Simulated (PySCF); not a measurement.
Compound: Me2Se, C₂H₆Se.
Z-matrix (Å and degrees, PBE0-D3(BJ)/def2-SVP geometry), rows numbered from 1:
```
C 
Se  1  1.9400
C   2  1.9402  1   96.92
H   1  1.0991  2  110.80  3    60.82
H   1  1.0986  2  107.19  3   179.57
H   1  1.0991  2  110.83  3   -61.65
H   3  1.0991  2  110.79  1   -61.17
H   3  1.0986  2  107.19  1  -179.95
H   3  1.0991  2  110.80  1    61.28
```

The closed-shell ground state was solved at several levels (PySCF, density fitting, gas phase). Relativistic effects, spin–orbit coupling among them, are left out although an element past zinc is present.

```
        level  basis functions  total energy (Eh)  HOMO (eV)  LUMO (eV)  gap (eV)  dipole (D)
PBE0/pcSseg-1              105         -2480.7188      -5.98       0.63      6.61        1.50
PBE0/pcSseg-2              219         -2481.0621      -6.03       0.26      6.29        1.55
  PBE0/6-31G*               72         -2480.6847      -5.88       0.85      6.73        1.69
   PBE0/6-31G               57         -2480.5981      -5.92       0.89      6.81        1.76
```

Estimate the row for PBE0/STO-3G, a basis of 34 functions; the other rows only guide the guess.

Total energy -2453.4588 Eh, HOMO -3.63 eV, LUMO 5.27 eV, gap 8.90 eV, dipole 1.47 D.

Over all these levels, which gives the widest orbital gap and which the narrowest?

PBE0/STO-3G has the widest, 8.90 eV, and PBE0/pcSseg-2 the narrowest, 6.29 eV. From the narrowest to the widest the HOMO moves by +2.40 eV and the LUMO by +5.01 eV.

How much does the basis alone move the frontier levels among the 5 PBE0 rows (the withheld one included)?

The HOMO by 2.40 eV and the LUMO by 5.01 eV. By rising basis size (HOMO, LUMO in eV): STO-3G -3.63, 5.27; 6-31G -5.92, 0.89; 6-31G* -5.88, 0.85; pcSseg-1 -5.98, 0.63; pcSseg-2 -6.03, 0.26.

How far do the dipole and the HOMO energy spread over the levels?

The dipole runs from 1.47 to 1.76 D (mean 1.60 D) and the HOMO from -6.03 to -3.63 eV.
